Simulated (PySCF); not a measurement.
A GIAO shielding run with PySCF 2.14 (density fitting, non-relativistic, gas phase) on `InChI=1S/C7H10Cl2Si/c1-2-3-5(8)7(9)6-4-10-6/h5-7H,4,10H2,1H3/t5-,6-,7+/m1/s1`:

```
$ OMP_NUM_THREADS=1 python probes_run.py task.json out

{"job": {"kind": "nmr", "xc": "PBE0", "basis": "pcSseg-1"}, "charge": 0, "multiplicity": 1}
C      3.610928    -0.873270     0.509694
C      2.462240    -0.338879    -0.181743
C      1.516754     0.129620    -0.752051
C      0.371610     0.660650    -1.447378
Cl    -0.322214    -0.625473    -2.514044
C     -0.731959     1.135189    -0.505026
Cl    -0.060356     2.597687     0.346322
C     -1.162012     0.111858     0.484703
C     -2.464999     0.376104     1.253463
Si    -2.575934    -1.085897     0.076438
H      3.965777    -1.767064    -0.002379
H      4.409574    -0.132572     0.526544
H      3.343290    -1.131202     1.533787
H      0.674650     1.468654    -2.120480
H     -1.578492     1.510899    -1.083991
H     -0.333645    -0.241449     1.089563
H     -2.963093     1.303850     1.005968
H     -2.412552     0.234244     2.323433
H     -2.457906    -2.423976     0.620837
H     -3.296809    -0.898294    -1.166696
```

Hardware: 1 thread of an Arm Neoverse N1, shared host. The job also computes population analyses, field gradients, ring-centre shieldings.

Task: How large is the calculation?

Result: 100 electrons, 241 basis functions and 1316 auxiliary functions.

Task: How long does it take, and how much memory does it need?

Result: 2.1 min of wall time, with 14 SCF cycles and 5 response iterations; peak memory 1.1 GiB. Times on a shared host scatter by some tens of per cent.
